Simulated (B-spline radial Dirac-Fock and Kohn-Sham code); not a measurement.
**Kohn-Sham estimates against Dirac-Fock for the levels of Hf²³⁺**

System: Hf²³⁺, [Kr] 4d10 4f3.

The density-functional columns are spherical, spin-unpolarised Dirac-Kohn-Sham results without Breit or QED terms: −ε is minus the orbital energy of the initial state and ΔSCF the difference of two total energies. The reference in the last column comes from relaxed Dirac-Fock hole states (ΔSCF) with Breit and QED corrections and a finite nucleus. All numbers are from an atomic code on a B-spline grid, in eV; a selection of levels is shown. For the 1s level of heavy atoms much of the gap between ΔSCF and the reference is the Breit and QED part, -318.8 eV here; for other levels the error of the functional can be larger.

```
level   LDA −ε  LDA ΔSCF  Dirac-Fock
    K  65814.5   66365.5     66059.7
   L1  11827.5   11942.0     12002.6
   L2  11332.1   11474.3     11461.9
   L3  10142.3   10268.0     10284.4
   M1   3236.7    3281.4      3333.4
   M2   3016.7    3063.6      3096.2
   M3   2760.9    2804.9      2839.2
   M4   2386.5    2436.5      2443.5
   M5   2330.8    2379.7      2388.9
   N1   1163.8    1187.7      1213.1
   N2   1072.1    1095.9      1112.5
   N3   1005.4    1028.2      1045.7
   N4    853.2     876.0       877.7
   N5    839.9     862.3       864.6
 N6,7    649.2     672.2       669.5
```

Values without a named source are computed, but for edge energies of neutral atoms, which are taken from tables.
